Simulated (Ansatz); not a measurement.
Single points on Na8⁺.

```yaml
crystal:
  periodic: [false, false, false]
  atoms:
    - {symbol: Na, position_ang: [-0.783085, 0.642287, -1.879626]}
    - {symbol: Na, position_ang: [-3.647890, 1.500082, 0.348797]}
    - {symbol: Na, position_ang: [2.380895, 2.619487, -1.815268]}
    - {symbol: Na, position_ang: [-0.081900, 2.472244, 1.028374]}
    - {symbol: Na, position_ang: [1.359497, -3.110520, 2.175251]}
    - {symbol: Na, position_ang: [0.020872, -2.924298, -1.309703]}
    - {symbol: Na, position_ang: [2.115777, -0.285417, 0.082358]}
    - {symbol: Na, position_ang: [-1.364165, -0.913865, 1.369815]}
basis:
  gaussian: {orbitals: def2-TZVP, initial_orbitals: start.molden}
total_charge: 1
magnetization: {spin_polarized: true, initial_magnetization: 1}
hamiltonian: {xc: pbe}
scf: {omitted_lower_state_checks: [starts]}
output: {forces: true, orbitals: {seedname: orbitals}}
```

The file start.molden holds the orbitals of an earlier run on this structure, at another level or in another basis.

```sh
$ ansatz run in.yaml --threads 4 --pin off --events-out ev --progress --plain --max-ram 4787MiB
```

It prints (some lines left out):

```
Functional definition: PBE
2216 factors; their error is unknown
mean field evaluation 1: about -35302.1232 eV, gradient 7.1e0 eV
mean field evaluation 2: about -35302.2168 eV, gradient 1.5e-1 eV
mean field evaluation 4: about -35302.1764 eV, gradient 4.6e-3 eV
mean field -35302.17641936 eV, -1297.3310547370 hartree, gradient 2.4e-5 eV, S^2 0.764223; 0 other end points of the search recorded, 0 dependent functions left out
reference -35302.17650719 eV, -1297.3310579645 hartree; 44, 43 occupied and 212, 213 virtual orbitals, 2216 factors
Total energy: -35302.17650719 eV, -1297.3310579645 hartree
Atom 0 at    -0.783085     0.642287    -1.879626 Å, force     0.009822    -0.004404     0.033093 eV/Å
Atom 1 at    -3.647890     1.500082     0.348797 Å, force     0.082016    -0.021329     0.007833 eV/Å
Atom 2 at     2.380895     2.619487    -1.815268 Å, force    -0.048784    -0.047592     0.055068 eV/Å
Atom 3 at    -0.081900     2.472244     1.028374 Å, force    -0.012083    -0.028163    -0.051336 eV/Å
Atom 4 at     1.359497    -3.110520     2.175251 Å, force    -0.029578     0.046689    -0.059110 eV/Å
Atom 5 at     0.020872    -2.924298    -1.309703 Å, force     0.013789     0.043653     0.048696 eV/Å
Atom 6 at     2.115777    -0.285417     0.082358 Å, force    -0.016404     0.002153    -0.012644 eV/Å
Atom 7 at    -1.364165    -0.913865     1.369815 Å, force     0.001222     0.008993    -0.021600 eV/Å
Dipole moment:     0.009726    -0.026026     0.003988 e Å
Checks for a lower state left out: starts
```

Hardware: 4 threads of Arm Neoverse N1 on a shared host. Wall time 19 s, peak host memory 0.67 GiB.

First input, but with `hamiltonian: {xc: {name: BHLYP}}`, `output: {orbitals: {seedname: orbitals}}` (abridged; 48 s):

```
Functional definition: BHLYP
mean field -35324.66571704 eV, -1298.1575211826 hartree, gradient 1.4e-5 eV, S^2 0.770269
Total energy: -35324.66594672 eV, -1298.1575296235 hartree
Checks for a lower state left out: starts
```

As the first input, with `gaussian: {orbitals: def2-SVP, initial_orbitals: start.molden}`, `correlation: {method: ccsd_t}`, `scf: {omitted_lower_state_checks: [starts, cluster_reference]}`, `output: {orbitals: {seedname: orbitals}}` and without the key `hamiltonian` (abridged; 5.7 min):

```
Functional definition: HF
mean field evaluation 16: about -35218.9198 eV, gradient 4.9e-6 eV
mean field -35218.91975650 eV, -1294.2714288101 hartree, gradient 4.9e-6 eV, S^2 1.363626
8 core orbitals not correlated: weight in the atoms' cores, before any rotation towards them, 1.000 or more for the frozen orbitals, at most 0.000 for the correlated occupied ones
second order -2.11957369 eV of doubles, -0.00000000 eV of singles
cycle   1  -2.51674203 eV  change   -4.0e-1 eV  update   1.3e-1
cycle   2  -2.85504554 eV  change   -3.4e-1 eV  update   8.5e-2
cycle   3  -2.94794544 eV  change   -9.3e-2 eV  update   5.0e-2
cycle   4  -3.00121689 eV  change   -5.3e-2 eV  update   2.8e-2
cycle   5  -3.02937870 eV  change   -2.8e-2 eV  update   1.4e-2
cycle   6  -3.03161645 eV  change   -2.2e-3 eV  update   6.5e-3
cycle   7  -3.03109643 eV  change    5.2e-4 eV  update   3.2e-3
cycle   8  -3.03400221 eV  change   -2.9e-3 eV  update   1.6e-3
cycle   9  -3.03403840 eV  change   -3.6e-5 eV  update   8.7e-4
cycle  10  -3.03371442 eV  change    3.2e-4 eV  update   4.5e-4
cycle  11  -3.03381759 eV  change   -1.0e-4 eV  update   2.3e-4
cycle  12  -3.03379105 eV  change    2.7e-5 eV  update   1.2e-4
cycle  13  -3.03383177 eV  change   -4.1e-5 eV  update   6.9e-5
perturbative correction -0.21833725 eV, -0.0080237460 hartree
Total energy: -35222.17192552 eV, -1294.3909438172 hartree
Checks for a lower state left out: starts, cluster_reference
```

The first input with `hamiltonian: {xc: pbe0}`, `output: {orbitals: {seedname: orbitals}}` (abridged; 49 s):

```
Functional definition: PBE0
mean field -35305.16961668 eV, -1297.4410527095 hartree, gradient 2.6e-5 eV, S^2 0.774224
Total energy: -35305.16967754 eV, -1297.4410549461 hartree
Checks for a lower state left out: starts
```

As the first input, with `gaussian: {orbitals: def2-SVP, initial_orbitals: start.molden}`, `output: {orbitals: {seedname: orbitals}}` (abridged; 9 s):

```
Functional definition: PBE
mean field -35289.19227416 eV, -1296.8538962018 hartree, gradient 1.8e-5 eV, S^2 0.763091
Total energy: -35289.19234028 eV, -1296.8538986317 hartree
Checks for a lower state left out: starts
```

The first input with `gaussian: {orbitals: def2-SVP, initial_orbitals: start.molden}`, `hamiltonian: {xc: pbe0}`, `output: {orbitals: {seedname: orbitals}}` (abridged; 18 s):

```
Functional definition: PBE0
mean field -35292.31507689 eV, -1296.9686570855 hartree, gradient 2.0e-5 eV, S^2 0.772196
Total energy: -35292.31512596 eV, -1296.9686588885 hartree
Checks for a lower state left out: starts
```

As the first input, with `hamiltonian: {xc: {name: revPBE}}`, `output: {orbitals: {seedname: orbitals}}` (abridged; 18 s):

```
Functional definition: revPBE
mean field -35318.48432672 eV, -1297.9303592783 hartree, gradient 1.2e-5 eV, S^2 0.768688
Total energy: -35318.48443344 eV, -1297.9303632004 hartree
Checks for a lower state left out: starts
```

Geometry: r2SCAN/def2-SVP.

Correlated methods freeze 8 core orbitals; core or outer-core shells of Na are correlated, in sets that lack core-valence functions. At CCSD(T)/def2-SVP the charge 1 doublet is spin-contaminated (final ⟨S²⟩ up to 1.36, 0.75 for a pure state). Another isomer (doublet) lies 0.09 eV lower at PBE0/def2-TZVP; other spin states weren't run for this one.
